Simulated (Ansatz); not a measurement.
```yaml
crystal:
  periodic: [false, false, false]
  atoms:
    - {symbol: Ga, position_ang: [0.411265, -0.392259, -3.866799]}
    - {symbol: Al, position_ang: [1.222874, 1.268690, -1.690368]}
    - {symbol: Al, position_ang: [-1.273285, 1.214887, -2.416980]}
    - {symbol: Al, position_ang: [-0.206296, -2.614970, -0.479922]}
    - {symbol: Al, position_ang: [-1.453619, -1.376152, -2.452425]}
    - {symbol: Al, position_ang: [1.618915, -1.275482, -1.826590]}
    - {symbol: Al, position_ang: [-0.486554, -0.016415, -0.250016]}
basis:
  gaussian: {orbitals: def2-TZVP, initial_orbitals: start.molden}
magnetization: {spin_polarized: true, initial_magnetization: 1}
hamiltonian: {xc: {name: wB97X-V}}
scf: {omitted_lower_state_checks: [starts]}
output: {orbitals: {seedname: orbitals}}
```

The file start.molden holds the orbitals of an earlier run on this structure, at another level or in another basis.

```sh
$ ansatz run in.yaml --threads 4 --pin off --events-out ev --progress --plain --max-ram 4787MiB
```

Does this run fit into the memory that it is given?

No. It has 270 basis functions, and Ansatz plans for 5.15 GiB where 4.67 GiB are given.
